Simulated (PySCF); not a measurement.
Input for PySCF: R-B3LYP/6-31G* on CH4 (SMILES C) with ghost functions.

```python
from pyscf import gto, scf, dft, mp
from pyscf.data.elements import chemcore

mol = gto.M(
    atom='''
    C     0.02743030   -0.00824191    0.12951029
    H    -0.21483922   -1.06688245    0.21922513
    H    -0.37781956    0.53287977    0.98270348
    H     1.10976027    0.11449448    0.09975830
    H    -0.40412800    0.38253489   -0.79103829
    ghost-C    0.22792503   -0.58473639    3.76126702
    ghost-F   -0.45893002    0.61283966    3.59416859
    ghost-H   -0.45003108   -1.41102172    3.54468791
    ghost-H    1.07295219   -0.60354392    3.07270244
    ghost-H    0.57870479   -0.64483679    4.79220424
    ''',
    basis='6-31g*',
    cart=True,
    charge=0, spin=0, verbose=3, max_memory=1800)
mf = dft.RKS(mol, xc='b3lyp')
mf.conv_tol = 1e-8
mf.max_cycle = 100
mf.kernel()
if not mf.converged:
    mf = mf.newton().run(mf.mo_coeff, mf.mo_occ)
```

**Question.** Predict the final total energy.

**Answer.** -40.5185 hartree.
